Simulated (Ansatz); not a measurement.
Consider the isomerisation: `F[SiH2]O[SiH2]Cl` → `F[SiH](Cl)O[SiH3]`.

Gas-phase electronic energies from Ansatz, PBE0-D4/def2-TZVP geometries. CCSD(T)/CBS adds triple-zeta CCSD(T) − MP2 to the extrapolated MP2 energy (def2 sets, frozen cores). DFT in def2-TZVPP. B3LYP here is the variant with VWN-RPA as its local correlation; programs differ in this. Each species was taken in one conformer, which may not be the lowest.

Q: Is it downhill or uphill in electronic energy at CCSD(T)/CBS, and by how much? (An estimate is asked.)

A: Computed: Nearly level: ΔE = -2.0 kJ/mol.

Q: What do these levels give: BLYP-D4, CAM-B3LYP-D4, PBE0, B3LYP, CCSD/def2-TZVPP, MP2/def2-QZVPP? (Estimate.)

A: The calculation gave: BLYP-D4 -2.8, CAM-B3LYP-D4 -2.9, PBE0 -2.8, B3LYP -1.8, CCSD/def2-TZVPP -2.5, MP2/def2-QZVPP -1.5 kJ/mol.

Largest T1 diagnostic among the species: 0.011.

Leaving LDA and LC-ωPBE aside and taking each functional with its dispersion term where it has one, the values, not all of them listed here, spread over 3.4 kJ/mol, from B97M-V to B2PLYP.
